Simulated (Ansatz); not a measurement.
Reaction (ligand exchange at a Ge–O bond): `[F][Ge][O][SiH3]` + `[SiH3]N[SiH3]` → `[F][Ge][N]([SiH3])[SiH3]` + `O[SiH3]`

Gas-phase electronic energies from Ansatz, PBE0-D4/def2-TZVP geometries. CBS: MP2 limit from def2 TZ/QZ plus the TZ coupled-cluster correction, frozen cores. This one scheme is used for every species. DFT in def2-TZVPP. For Ge outer-core shells are correlated without core-valence functions, which leaves a few kJ/mol of doubt a bond. Scalar relativity is left out up to krypton. Each species was taken in one conformer, which may not be the lowest.

| level | ΔE (kcal/mol) |
| --- | --- |
| r2SCAN0-D4 | 6.3 |
| ωB97X-V | 7.6 |
| ωB97M-V | 7.0 |
| HF/def2-SVP | 10.4 |

Task: What does CCSD(T)/CBS give? (Best estimate.)

Result: Computed: +5.6 kcal/mol. The listed levels differ from it by 0.7, 2.0, 1.4, 4.8 kcal/mol.

Task: What do rigid-rotor, harmonic-oscillator terms from PBE0-D4/def2-TZVP frequencies (298.15 K, 1 bar) make of the CCSD(T)/CBS value? (Estimate.)

Result: The calculation gave: ΔZPE = 0.0 kcal/mol, ΔH = +5.5 kcal/mol, ΔS = -36 J/(mol·K), ΔG = +8.1 kcal/mol. Modes under 50 cm⁻¹ make the entropy rough.

Largest T1 diagnostic among the species: 0.015.

Leaving LDA and LC-ωPBE aside and taking each functional with its dispersion term where it has one, the values, not all of them listed here, spread over 3.0 kcal/mol, from revPBE-D4 to CAM-B3LYP-D4. LDA lies −2.0 kcal/mol from PBE without D4. At CCSD(T), def2-SVP lies +0.9 kcal/mol from the extrapolated value and def2-TZVPP +0.0 kcal/mol. In def2-TZVPP, CCSD(T) changes the Hartree–Fock value by −5.3 kcal/mol (the triples alone add −0.9 kcal/mol) and MP2 by −5.9 kcal/mol.
